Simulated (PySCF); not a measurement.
From one molecule to another.

First species: C7H11F.
InChI=1S/C7H11F/c8-7-3-1-2-6(4-7)5-7/h6H,1-5H2/t6-,7-

Second species: C4H9NSi2.
Cartesian coordinates in Å at the GFN2-xTB level; atoms count from 1:
```xyz
16
C4H9NSi2 angstrom
N      1.2228    3.2478   -1.0053
C      0.9098    2.1466   -0.9445
Si     0.4698    0.3292   -0.8380
Si     2.3952   -0.9492   -0.6689
C     -0.6348    0.1914    0.6870
C     -2.1106    0.4629    0.6027
C     -1.6249   -0.9365    0.7767
H     -0.3661    0.1287   -2.0362
H      2.0652   -2.3726   -0.5485
H      3.2434   -0.7896   -1.8502
H      3.1893   -0.5837    0.5059
H     -0.1702    0.4695    1.6275
H     -2.5277    0.7454   -0.3523
H     -2.5880    0.9503    1.4397
H     -1.7716   -1.4185    1.7321
H     -1.7093   -1.6127   -0.0619
```

Levels: PBE0/def2-SVPD for HOMO energy, LUMO energy, HOMO–LUMO gap and static isotropic polarisability; TDDFT PBE0/def2-SVPD for lowest singlet excitation; TDA PBE0/def2-SVPD for lowest triplet excitation (Tamm–Dancoff). Geometries: GFN2-xTB. All species are isolated and taken at one optimised geometry, non-relativistic unless stated. Electronic properties by PySCF.

Dipoles, sizes and rotational constants follow the conformer. The torsions of the flexible species, by atom-mapped SMILES:
- `[N:1]#[C:2][Si@@H:3]([SiH3:4])[CH:5]1[CH2:6][CH2:7]1`: C2–Si3–C5–C6 85°

The conformers of `F[C@]12CCC[C@H](C1)C2` aren't listed.

Values for the first species:

```
HOMO energy                              : -8.21 eV
LUMO energy                              : 0.62 eV
HOMO–LUMO gap                            : 8.83 eV
Lowest singlet excitation                : 7.75 eV
Lowest triplet excitation (Tamm–Dancoff) : 7.59 eV
Static isotropic polarisability          : 75.9 au
```

Q: Estimate the same properties for the second species, and the change in each.

A: 
```csv
property,first,second,second less first
HOMO energy,-8.21 eV,-8.44 eV,-0.23 eV
LUMO energy,0.62 eV,-0.70 eV,-1.32 eV
HOMO–LUMO gap,8.83 eV,7.74 eV,-1.09 eV
lowest singlet excitation,7.75 eV,6.62 eV,-1.13 eV
lowest triplet excitation (Tamm–Dancoff),7.59 eV,5.71 eV,-1.88 eV
static isotropic polarisability,75.9 au,104.3 au,+28.4 au
```

On the first: S1 lies 1.08 eV below the HOMO–LUMO gap; its leading configuration is HOMO→LUMO, weight 0.99. The vertical singlet–triplet gap S1 − T1 is 0.16 eV (TDDFT singlet less Tamm–Dancoff triplet; S1: HOMO→LUMO, weight 0.99; T1: HOMO→LUMO, weight 0.94).

On the second: The principal polarisabilities are 84.0, 112.3 and 116.6 au; their mean is the isotropic value. No computed singlet falls in the visible range (750 to 380 nm, 1.65 to 3.26 eV); S1 lies 3.36 eV above its blue end.
